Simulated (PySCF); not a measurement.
A calculated (PBE, PySCF 2.14, aug-cc-pVTZ-DK, scalar relativity by spin-free X2C-1e) atom or ion has these occupied shells.

| shell | electrons | orbital energy (eV) | rms radius, mean of both spins (bohr) |
| --- | --- | --- | --- |
| 1s α | 1 | -21912.9 | 0.0384 |
| 1s β | 1 | -21912.8 | 0.0384 |
| 2s α | 1 | -3161.9 | 0.158 |
| 2s β | 1 | -3161.4 | 0.158 |
| 2p α | 3 | -2834.3 | 0.140 |
| 2p β | 3 | -2833.9 | 0.140 |
| 3s α | 1 | -566.20 | 0.431 |
| 3s β | 1 | -565.88 | 0.431 |
| 3p α | 3 | -458.39 | 0.434 |
| 3p β | 3 | -458.03 | 0.434 |
| 3d α | 5 | -284.55 | 0.420 |
| 3d β | 5 | -284.02 | 0.420 |
| 4s α | 1 | -88.451 | 1.08 |
| 4s β | 1 | -85.613 | 1.08 |
| 4p α | 3 | -58.507 | 1.20 |
| 4p β | 3 | -55.460 | 1.20 |
| 4d α | 5 | -16.550 | 1.72 |
| 4d β | 1 | -13.742 | 1.72 |
| 5s α | 1 | -12.500 | 3.07 |

**Question.** Name the element and its charge.

**Answer.** Ru+ (ruthenium, charge +1), in [Kr] 4d6 5s1, high-spin 6D determinant (an excited configuration).
